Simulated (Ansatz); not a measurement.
Cost and result up the ladder for `Sc1sc(-c2sc(-c3sc(S)c4c3OCCO4)c3c2OCCO3)c2c1OCCO2` (43 atoms). Total charge 0; singlet. Geometry: PBE-D4/def2-SVP.

```xyz
43

S    -1.6305    6.1956    2.7449
C    -1.2364    4.5596    2.2531
S    -1.4696    4.0119    0.6010
C    -0.7765    2.4321    0.9404
C    -0.6286    1.4157   -0.0605
S     0.1309   -0.1386    0.2738
C    -0.0666   -0.6812   -1.3908
C     0.3495   -1.9809   -1.8321
S     0.0939   -2.5587   -3.4729
C     0.8197   -4.1190   -3.1235
S     0.8754   -5.3975   -4.3220
C     1.2351   -4.1805   -1.7972
C     0.9737   -2.9763   -1.0764
O     1.2976   -2.8178    0.2434
C     1.5413   -4.0714    0.8855
C     2.4462   -4.9477    0.0283
O     1.8335   -5.2611   -1.2256
C    -0.6911    0.3135   -2.1455
C    -1.0083    1.4819   -1.4023
O    -1.6231    2.5674   -1.9579
C    -1.5743    2.5413   -3.3878
C    -1.9259    1.1568   -3.9200
O    -0.9787    0.1814   -3.4740
C    -0.3958    2.3658    2.2828
C    -0.6483    3.5605    3.0222
O    -0.3406    3.6839    4.3423
C    -0.0579    2.4243    4.9582
C     0.8344    1.5614    4.0746
O     0.1796    1.2570    2.8409
H    -2.9116    5.9721    3.1829
H     2.1161   -5.1313   -4.8443
H     2.0204   -3.8437    1.8576
H     0.5753   -4.5942    1.0750
H     3.4163   -4.4262   -0.1446
H     2.6485   -5.9136    0.5312
H    -0.5564    2.8325   -3.7354
H    -2.3022    3.2959   -3.7439
H    -2.9487    0.8706   -3.5825
H    -1.8988    1.1425   -5.0269
H    -1.0100    1.8839    5.1686
H     0.4419    2.6485    5.9209
H     1.7948    2.0901    3.8735
H     1.0558    0.5935    4.5651
```

Ansatz on 2 threads of AMD EPYC 7R13 on a shared host and a share (18 GiB) of an NVIDIA H100 80GB HBM3. Times are rough, and most runs start from the orbitals of an earlier one. r2SCAN0-D4/def2-TZVP serves as the yardstick here, not as an exact answer. Differences are given only for rows in sets of like size (and for xTB, whose basis is part of the method), since another set adds its own error. Binding counts from free atoms at the same level (S triplet, C triplet, O triplet, H doublet; other spins of the atoms weren't run), without zero-point energy or a counterpoise term.

Correlated methods freeze 49 core orbitals. The rows differ in basis, and correlated rows in double-zeta sets carry the largest basis error. Single mean-field runs in def2-SVP, def2-TZVP are fitted with def2-universal-jkfit.

Run but left out: HF/STO-3G (restricted singlet, unstable in another Hartree–Fock run and untested here).

Correlated methods converge slowly with the basis, most of all in double-zeta sets.

| level | functions | wall time | binding energy per atom (eV) | difference from r2SCAN0-D4/def2-TZVP (eV) | remarks |
| --- | --- | --- | --- | --- | --- |
| PBE-D4/def2-SVP | 496 | 11 s | 5.09 | – | – |
| PBE0-D4/def2-SVP | 496 | 11 s | 4.92 | – | – |
| MP2/def2-SVP | 496 | 12 s | 4.68 | – | restricted SCF unstable |
| PBE0-D4/def2-TZVP | 1013 | 13 s | 4.85 | 0.16 | – |
| PBE-D4/def2-TZVP (with forces) | 1013 | 14 s | 5.01 | 0.32 | – |
| revPBE-D4/def2-TZVP | 1013 | 15 s | 4.86 | 0.17 | – |
| r2SCAN-D4/def2-TZVP | 1013 | 16 s | 4.81 | 0.12 | – |
| r2SCAN0-D4/def2-TZVP | 1013 | 16 s | 4.69 | 0.00 | – |
| B97M-V/def2-TZVP (with forces) | 1013 | 21 s | 4.78 | 0.09 | – |
